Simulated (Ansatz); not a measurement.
A nudged elastic band was laid between two geometries of F3H3NOTa + H2 (11 atoms, charge 0, multiplicity 1).

Method: RKS PBE/def2-SVP (Ansatz 0.2.0).

- movable images: 7
- climbing image: yes
- spring: 5.0 eV/Å²
- optimiser: quadratic models (default)
- start path: through a guess of the saddle point
- force threshold: 0.03 eV/Å
- iteration limit: 60
- end points: relaxed

Image 0:

```xyz
11
Properties=species:S:1:pos:R:3
Ta 0.153 0.453 0.105
O 1.999 0.751 -0.199
H 2.821 0.864 0.306
N -0.434 0.337 1.992
H -0.531 -0.548 2.499
H -0.806 1.131 2.524
F -0.966 0.279 -1.421
F -0.342 2.289 0.276
F 0.265 -1.454 0.246
H 1.450 -3.500 0.845
H 1.872 -4.095 1.091
```

Image 8:

```xyz
11
Properties=species:S:1:pos:R:3
Ta 0.274 -0.281 0.750
O 2.133 -0.958 -0.483
H 2.311 -0.367 -1.242
N -1.145 0.166 2.046
H -2.033 -0.341 2.133
H -1.105 0.947 2.710
F 0.227 0.564 -0.994
F 1.316 1.139 1.487
F -0.758 -1.771 0.183
H 1.286 -1.415 1.716
H 2.975 -1.176 -0.043
```

Task: What changes between the two ends?

Result: Bonds broken: H10–H11. Bonds formed: Ta1–H10, O2–H11. F3H3NOTa + H2 becomes F3H5NOTa.

Task: What energy profile does the band end with?

Result: The run converged. The highest image is number 6 of 0 to 8, 1.17 eV above the first end and 0.53 eV above the last; the last end lies 0.64 eV above the first. A vibrational analysis at the climbing image gives one clearly imaginary mode, 953i cm⁻¹: a first-order saddle point. The orbitals stay closed-shell, which can raise the energy where a bond breaks towards radicals; this wasn't checked here.

```json
{"image": "0", "path coordinate (Å)": "0.00", "energy (eV)": "0.00", "H10–H11 (Å)": "0.77", "Ta1–H10 (Å)": "4.23", "O2–H11 (Å)": "5.02"}
{"image": "1", "path coordinate (Å)": "1.34", "energy (eV)": "0.00", "H10–H11 (Å)": "0.77", "Ta1–H10 (Å)": "3.84", "O2–H11 (Å)": "4.13"}
{"image": "2", "path coordinate (Å)": "2.69", "energy (eV)": "0.01", "H10–H11 (Å)": "0.77", "Ta1–H10 (Å)": "3.63", "O2–H11 (Å)": "3.46"}
{"image": "3", "path coordinate (Å)": "4.03", "energy (eV)": "0.01", "H10–H11 (Å)": "0.77", "Ta1–H10 (Å)": "3.89", "O2–H11 (Å)": "3.62"}
{"image": "4", "path coordinate (Å)": "5.37", "energy (eV)": "0.05", "H10–H11 (Å)": "0.77", "Ta1–H10 (Å)": "3.28", "O2–H11 (Å)": "2.96"}
{"image": "5", "path coordinate (Å)": "6.72", "energy (eV)": "0.24", "H10–H11 (Å)": "0.77", "Ta1–H10 (Å)": "2.67", "O2–H11 (Å)": "2.40"}
{"image": "6", "path coordinate (Å)": "8.06", "energy (eV)": "1.17", "H10–H11 (Å)": "1.04", "Ta1–H10 (Å)": "1.99", "O2–H11 (Å)": "1.26"}
{"image": "7", "path coordinate (Å)": "8.94", "energy (eV)": "0.73", "H10–H11 (Å)": "1.84", "Ta1–H10 (Å)": "1.83", "O2–H11 (Å)": "0.98"}
{"image": "8", "path coordinate (Å)": "9.82", "energy (eV)": "0.64", "H10–H11 (Å)": "2.45", "Ta1–H10 (Å)": "1.80", "O2–H11 (Å)": "0.97"}
```

Task: What is the geometry of the highest image?

Result: 
```xyz
11
Properties=species:S:1:pos:R:3
Ta 0.266 -0.247 0.455
O 2.076 -0.782 -0.592
H 2.771 -0.123 -0.784
N -0.981 0.045 1.965
H -1.741 -0.598 2.218
H -0.893 0.784 2.672
F -0.459 0.588 -1.086
F 1.232 1.253 1.126
F -0.490 -1.960 0.177
H 1.597 -1.289 1.506
H 2.103 -1.162 0.607
```

Task: What are the harmonic wavenumbers there?

Result: 953i, 95, 105, 130, 165, 184, 204, 249, 380, 436, 502, 549, 581, 590, 612, 637, 667, 678, 690, 1068, 1335, 1452, 1723, 1790, 3452, 3552, 3721 cm⁻¹.

Run time: 2.4 min on 4 threads of Intel(R) Xeon(R) 6975P-C (Granite Rapids), on a shared host, peak memory 0.2 GiB.
